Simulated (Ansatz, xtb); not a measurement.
Breaking the B1–O2 bond in BO (multiplicity 2 held). Energies count from the point at 1.202 Å.


R- and RO- levels are restricted; in cc, def2 and unpolarised 6-31G sets they are followed outwards from rest. U- levels take the lowest unrestricted solution at each point, which mixes spins at long bonds. Left out are points that failed, MP2 points that dive below the minimum, coupled-cluster points behind a jump of the amplitudes or a sharp parting from full CI or MRCI, small-basis points behind a change of solution, and semi-empirical points at long bonds. Curves can end on different states.

Cores are frozen in the correlated methods.

The values were computed with Ansatz (Gaussian orbitals); xtb for the GFN methods.  The GFN methods have no spin term and hold the electronic entropy of 300 K.

Energies in kcal/mol.

| R (Å) | GFN2-xTB | RO-HF/cc-pVDZ | U-HF/cc-pVDZ | RO-MP2/cc-pVDZ | U-MP2/cc-pVDZ | U-SCS-MP2/cc-pVDZ |
|---|---|---|---|---|---|---|
| 0.962 | 111.5 | 97.6 | 98.4 | 115.6 | 114.9 | 113.5 |
| 1.082 | 16.4 | ? | 15.6 | 24.5 | 24.0 | 23.2 |
| 1.202 | 0.0 | 0.0 | 0.0 | 0.0 | 0.0 | 0.0 |
| 1.322 | 15.9 | 17.1 | 16.4 | 7.3 | 9.0 | 10.2 |
| 1.442 | 44.0 | 48.0 | 46.3 | 28.8 | 41.7 | 44.6 |
| 1.623 | 91.8 | ? | 67.5 | 74.4 | 96.6 | 90.7 |
| 1.803 | 137.5 | ? | 90.3 | 132.7 | 117.8 | 111.3 |
| 2.104 | 200.2 | 157.1 | 119.3 | 174.2 | 160.8 | 153.5 |
| 2.404 | 241.1 | 185.3 | 126.4 | 207.4 | 181.7 | 173.5 |
| 2.765 | 270.4 | 199.5 | 127.7 | 245.9 | 188.4 | 179.9 |
| 3.246 | 291.7 | 205.0 | 127.4 | 256.8 | 190.4 | 181.6 |
| 3.847 | left out | 206.9 | 127.8 | 260.2 | 191.2 | 182.4 |
| 4.808 | left out | 207.6 | 128.3 | 261.2 | 191.8 | 183.0 |

Problem. What belongs in the gaps?

Solution. 
- 1.082, RO-HF/cc-pVDZ: 15.2
- 1.623, RO-HF/cc-pVDZ: 98.3
- 1.803, RO-HF/cc-pVDZ: 122.3

Doubts at one or more of the structures used: a restricted determinant that unrestricted orbitals would lower (RO-HF/cc-pVDZ, RO-MP2/cc-pVDZ); a spin-contaminated determinant (U-HF/cc-pVDZ, U-MP2/cc-pVDZ, U-SCS-MP2/cc-pVDZ).

Ansatz is a first-principles code.
